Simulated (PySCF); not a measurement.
Ir (iridium, neutral) across methods

[Xe] 4f14 5d6 6s2 6p1, one real determinant (an excited configuration). All numbers are calculated (PySCF 2.14, the spin-free X2C one-electron Hamiltonian (Gaussian nucleus), in x2c-TZVPPall).

```json
{"method": "PBE0", "E (hartree)": "-17829.06", "mean ε 6s α (eV)": "-9.878", "mean ε 6s β (eV)": "-7.760", "mean ε 6p α (eV)": "-3.629", "Σ⟨r²⟩ (bohr²)": "73.77", "⟨S²⟩": "8.756"}
{"method": "M06", "E (hartree)": "-17829.56", "mean ε 6s α (eV)": "-9.339", "mean ε 6s β (eV)": "-8.150", "mean ε 6p α (eV)": "-3.287", "Σ⟨r²⟩ (bohr²)": "74.24", "⟨S²⟩": "8.754"}
{"method": "PBE", "E (hartree)": "-17829.29", "mean ε 6s α (eV)": "-8.882", "mean ε 6s β (eV)": "-7.102", "mean ε 6p α (eV)": "-2.869", "Σ⟨r²⟩ (bohr²)": "73.97", "⟨S²⟩": "8.755"}
{"method": "LDA", "E (hartree)": "-17818.16", "mean ε 6s α (eV)": "-9.096", "mean ε 6s β (eV)": "-7.498", "mean ε 6p α (eV)": "-2.938", "Σ⟨r²⟩ (bohr²)": "73.72", "⟨S²⟩": "8.754"}
{"method": "r2SCAN", "E (hartree)": "-17829.35", "mean ε 6s α (eV)": "-9.262", "mean ε 6s β (eV)": "-7.153", "mean ε 6p α (eV)": "-3.043", "Σ⟨r²⟩ (bohr²)": "73.73", "⟨S²⟩": "8.758"}
{"method": "M06-L", "E (hartree)": "-17828.76", "mean ε 6s α (eV)": "-8.776", "mean ε 6s β (eV)": "-6.984", "mean ε 6p α (eV)": "-2.650", "Σ⟨r²⟩ (bohr²)": "74.27", "⟨S²⟩": "8.761"}
{"method": "CAM-B3LYP", "E (hartree)": "-17830.28", "mean ε 6s α (eV)": "-11.059", "mean ε 6s β (eV)": "-9.209", "mean ε 6p α (eV)": "-4.566", "Σ⟨r²⟩ (bohr²)": "73.88", "⟨S²⟩": "8.755"}
```

(1) Estimate the same row for UHF.

⟨L²⟩ = 8.16 against 12 for a pure F term, so this real determinant mixes terms. Spin-orbit coupling, absent here, splits the open shell strongly.

Answers

(1) E (hartree) = -17823.79324; mean ε 6s α (eV) = -12.134; mean ε 6s β (eV) = -8.669; mean ε 6p α (eV) = -5.351; Σ⟨r²⟩ (bohr²) = 75.00; ⟨S²⟩ = 8.763.
